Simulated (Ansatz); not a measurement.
Isolated molecules relaxed with PBE0-D4/def2-TZVP in Ansatz; ΔE leaves out vibrations. CCSD(T)/CBS adds triple-zeta CCSD(T) − MP2 to the extrapolated MP2 energy (def2 sets, frozen cores). DFT in def2-TZVPP. B3LYP here is the variant with VWN-RPA as its local correlation; programs differ in this. Each species was taken in one conformer, which may not be the lowest.

`FBCF` + `CC(O)(O)F` → `OBCF` + `CC(O)(F)F`  (formal exchange of groups at a B–F bond)

(1) Is it downhill or uphill in electronic energy at CCSD(T)/CBS, and by how much? (An estimate is asked.)

(2) What do these levels give: PBE-D4, r2SCAN-D4, ωB97X-V, ωB97M-V, B2PLYP, PBE, B3LYP, HF/def2-TZVPP, CCSD(T)/def2-TZVPP, HF/def2-QZVPP, MP2/def2-QZVPP, CCSD/CBS(def2)? (Best estimate.)

Largest T1 diagnostic among the species: 0.012.

## Answers

(1) The calculation gave: Downhill: ΔE = -0.9 kcal/mol.

(2) Ansatz gave: PBE-D4 -1.6, r2SCAN-D4 -1.5, ωB97X-V -1.5, ωB97M-V -1.7, B2PLYP -1.4, PBE -1.8, B3LYP -1.7, HF/def2-TZVPP -1.5, CCSD(T)/def2-TZVPP -1.1, HF/def2-QZVPP -1.4, MP2/def2-QZVPP -0.6, CCSD/CBS(def2) -0.9 kcal/mol.
